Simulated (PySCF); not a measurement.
C₇H₁₅, SMILES C[CH]CCCCC, multiplicity 2.

Geometry: PBE-D3(BJ)/def2-SVP. The isomer is the one that the SMILES or the coordinates give; other isomers of the formula were not compared. Other conformers were not sampled.

Method: PBE-D3(BJ)/def2-SVP (PySCF).

Harmonic, unscaled wavenumbers; measured fundamentals usually lie a few per cent lower.

Computed harmonic wavenumbers and intensities:
```json
[
 {"mode": "1", "ν (cm⁻¹)": "43", "IR (km/mol)": "0.1", "moving atoms (share of kinetic energy)": "H 52 %, C 48 %"},
 {"mode": "2", "ν (cm⁻¹)": "59", "IR (km/mol)": "0.0", "moving atoms (share of kinetic energy)": "C 63 %, H 37 %"},
 {"mode": "3", "ν (cm⁻¹)": "92", "IR (km/mol)": "0.2", "moving atoms (share of kinetic energy)": "H 80 %, C 20 %"},
 {"mode": "4", "ν (cm⁻¹)": "109", "IR (km/mol)": "0.0", "moving atoms (share of kinetic energy)": "C 54 %, H 46 %"},
 {"mode": "5", "ν (cm⁻¹)": "135", "IR (km/mol)": "0.0", "moving atoms (share of kinetic energy)": "C 59 %, H 41 %"},
 {"mode": "6", "ν (cm⁻¹)": "144", "IR (km/mol)": "0.0", "moving atoms (share of kinetic energy)": "C 52 %, H 48 %"},
 {"mode": "7", "ν (cm⁻¹)": "250", "IR (km/mol)": "0.0", "moving atoms (share of kinetic energy)": "H 88 %, C 12 %"},
 {"mode": "8", "ν (cm⁻¹)": "256", "IR (km/mol)": "1.8", "moving atoms (share of kinetic energy)": "C 52 %, H 48 %"},
 {"mode": "9", "ν (cm⁻¹)": "340", "IR (km/mol)": "0.0", "moving atoms (share of kinetic energy)": "C 70 %, H 30 %"},
 {"mode": "10", "ν (cm⁻¹)": "388", "IR (km/mol)": "4.2", "moving atoms (share of kinetic energy)": "C 63 %, H 37 %"},
 {"mode": "11", "ν (cm⁻¹)": "421", "IR (km/mol)": "8.5", "moving atoms (share of kinetic energy)": "H 56 %, C 44 %"},
 {"mode": "12", "ν (cm⁻¹)": "507", "IR (km/mol)": "14.5", "moving atoms (share of kinetic energy)": "C 64 %, H 36 %"},
 {"mode": "13", "ν (cm⁻¹)": "721", "IR (km/mol)": "4.8", "moving atoms (share of kinetic energy)": "H 94 %"},
 {"mode": "14", "ν (cm⁻¹)": "739", "IR (km/mol)": "0.0", "moving atoms (share of kinetic energy)": "H 88 %, C 12 %"},
 {"mode": "15", "ν (cm⁻¹)": "811", "IR (km/mol)": "1.2", "moving atoms (share of kinetic energy)": "H 80 %, C 20 %"},
 {"mode": "16", "ν (cm⁻¹)": "871", "IR (km/mol)": "2.6", "moving atoms (share of kinetic energy)": "C 56 %, H 44 %"},
 {"mode": "17", "ν (cm⁻¹)": "896", "IR (km/mol)": "1.8", "moving atoms (share of kinetic energy)": "H 57 %, C 43 %"},
 {"mode": "18", "ν (cm⁻¹)": "914", "IR (km/mol)": "0.4", "moving atoms (share of kinetic energy)": "H 78 %, C 22 %"},
 {"mode": "19", "ν (cm⁻¹)": "939", "IR (km/mol)": "1.2", "moving atoms (share of kinetic energy)": "H 65 %, C 35 %"},
 {"mode": "20", "ν (cm⁻¹)": "973", "IR (km/mol)": "0.8", "moving atoms (share of kinetic energy)": "C 70 %, H 30 %"},
 {"mode": "21", "ν (cm⁻¹)": "997", "IR (km/mol)": "0.3", "moving atoms (share of kinetic energy)": "H 74 %, C 26 %"},
 {"mode": "22", "ν (cm⁻¹)": "1029", "IR (km/mol)": "0.3", "moving atoms (share of kinetic energy)": "C 70 %, H 30 %"},
 {"mode": "23", "ν (cm⁻¹)": "1061", "IR (km/mol)": "0.2", "moving atoms (share of kinetic energy)": "C 55 %, H 45 %"},
 {"mode": "24", "ν (cm⁻¹)": "1089", "IR (km/mol)": "2.2", "moving atoms (share of kinetic energy)": "C 60 %, H 40 %"},
 {"mode": "25", "ν (cm⁻¹)": "1132", "IR (km/mol)": "2.0", "moving atoms (share of kinetic energy)": "C 52 %, H 48 %"},
 {"mode": "26", "ν (cm⁻¹)": "1139", "IR (km/mol)": "0.5", "moving atoms (share of kinetic energy)": "H 57 %, C 43 %"},
 {"mode": "27", "ν (cm⁻¹)": "1178", "IR (km/mol)": "1.5", "moving atoms (share of kinetic energy)": "H 66 %, C 34 %"},
 {"mode": "28", "ν (cm⁻¹)": "1196", "IR (km/mol)": "1.8", "moving atoms (share of kinetic energy)": "H 72 %, C 28 %"},
 {"mode": "29", "ν (cm⁻¹)": "1239", "IR (km/mol)": "0.4", "moving atoms (share of kinetic energy)": "H 78 %, C 22 %"},
 {"mode": "30", "ν (cm⁻¹)": "1261", "IR (km/mol)": "0.9", "moving atoms (share of kinetic energy)": "H 74 %, C 26 %"},
 {"mode": "31", "ν (cm⁻¹)": "1270", "IR (km/mol)": "0.1", "moving atoms (share of kinetic energy)": "H 94 %"},
 {"mode": "32", "ν (cm⁻¹)": "1277", "IR (km/mol)": "1.1", "moving atoms (share of kinetic energy)": "H 88 %, C 12 %"},
 {"mode": "33", "ν (cm⁻¹)": "1307", "IR (km/mol)": "1.3", "moving atoms (share of kinetic energy)": "H 70 %, C 30 %"},
 {"mode": "34", "ν (cm⁻¹)": "1319", "IR (km/mol)": "3.4", "moving atoms (share of kinetic energy)": "H 78 %, C 22 %"},
 {"mode": "35", "ν (cm⁻¹)": "1345", "IR (km/mol)": "0.4", "moving atoms (share of kinetic energy)": "H 69 %, C 31 %"},
 {"mode": "36", "ν (cm⁻¹)": "1352", "IR (km/mol)": "4.4", "moving atoms (share of kinetic energy)": "H 61 %, C 39 %"},
 {"mode": "37", "ν (cm⁻¹)": "1357", "IR (km/mol)": "6.2", "moving atoms (share of kinetic energy)": "H 61 %, C 39 %"},
 {"mode": "38", "ν (cm⁻¹)": "1393", "IR (km/mol)": "5.9", "moving atoms (share of kinetic energy)": "H 88 %, C 12 %"},
 {"mode": "39", "ν (cm⁻¹)": "1401", "IR (km/mol)": "6.6", "moving atoms (share of kinetic energy)": "H 92 %, C 8 %"},
 {"mode": "40", "ν (cm⁻¹)": "1407", "IR (km/mol)": "1.0", "moving atoms (share of kinetic energy)": "H 86 %, C 14 %"},
 {"mode": "41", "ν (cm⁻¹)": "1410", "IR (km/mol)": "0.1", "moving atoms (share of kinetic energy)": "H 93 %"},
 {"mode": "42", "ν (cm⁻¹)": "1414", "IR (km/mol)": "0.8", "moving atoms (share of kinetic energy)": "H 92 %"},
 {"mode": "43", "ν (cm⁻¹)": "1420", "IR (km/mol)": "6.9", "moving atoms (share of kinetic energy)": "H 97 %"},
 {"mode": "44", "ν (cm⁻¹)": "1426", "IR (km/mol)": "0.5", "moving atoms (share of kinetic energy)": "H 91 %, C 9 %"},
 {"mode": "45", "ν (cm⁻¹)": "1434", "IR (km/mol)": "5.1", "moving atoms (share of kinetic energy)": "H 92 %, C 8 %"},
 {"mode": "46", "ν (cm⁻¹)": "2876", "IR (km/mol)": "27.7", "moving atoms (share of kinetic energy)": "H 95 %"},
 {"mode": "47", "ν (cm⁻¹)": "2926", "IR (km/mol)": "21.5", "moving atoms (share of kinetic energy)": "H 94 %"},
 {"mode": "48", "ν (cm⁻¹)": "2940", "IR (km/mol)": "10.2", "moving atoms (share of kinetic energy)": "H 95 %"},
 {"mode": "49", "ν (cm⁻¹)": "2952", "IR (km/mol)": "0.1", "moving atoms (share of kinetic energy)": "H 95 %"},
 {"mode": "50", "ν (cm⁻¹)": "2958", "IR (km/mol)": "77.1", "moving atoms (share of kinetic energy)": "H 95 %"},
 {"mode": "51", "ν (cm⁻¹)": "2963", "IR (km/mol)": "37.3", "moving atoms (share of kinetic energy)": "H 97 %"},
 {"mode": "52", "ν (cm⁻¹)": "2975", "IR (km/mol)": "2.1", "moving atoms (share of kinetic energy)": "H 91 %, C 9 %"},
 {"mode": "53", "ν (cm⁻¹)": "2976", "IR (km/mol)": "23.4", "moving atoms (share of kinetic energy)": "H 93 %"},
 {"mode": "54", "ν (cm⁻¹)": "2985", "IR (km/mol)": "7.1", "moving atoms (share of kinetic energy)": "H 91 %, C 9 %"},
 {"mode": "55", "ν (cm⁻¹)": "2998", "IR (km/mol)": "2.0", "moving atoms (share of kinetic energy)": "H 90 %, C 10 %"},
 {"mode": "56", "ν (cm⁻¹)": "3012", "IR (km/mol)": "74.9", "moving atoms (share of kinetic energy)": "H 90 %, C 10 %"},
 {"mode": "57", "ν (cm⁻¹)": "3042", "IR (km/mol)": "14.5", "moving atoms (share of kinetic energy)": "H 91 %, C 9 %"},
 {"mode": "58", "ν (cm⁻¹)": "3047", "IR (km/mol)": "37.8", "moving atoms (share of kinetic energy)": "H 91 %, C 9 %"},
 {"mode": "59", "ν (cm⁻¹)": "3057", "IR (km/mol)": "26.7", "moving atoms (share of kinetic energy)": "H 91 %, C 9 %"},
 {"mode": "60", "ν (cm⁻¹)": "3093", "IR (km/mol)": "24.7", "moving atoms (share of kinetic energy)": "H 92 %, C 8 %"}
]
```
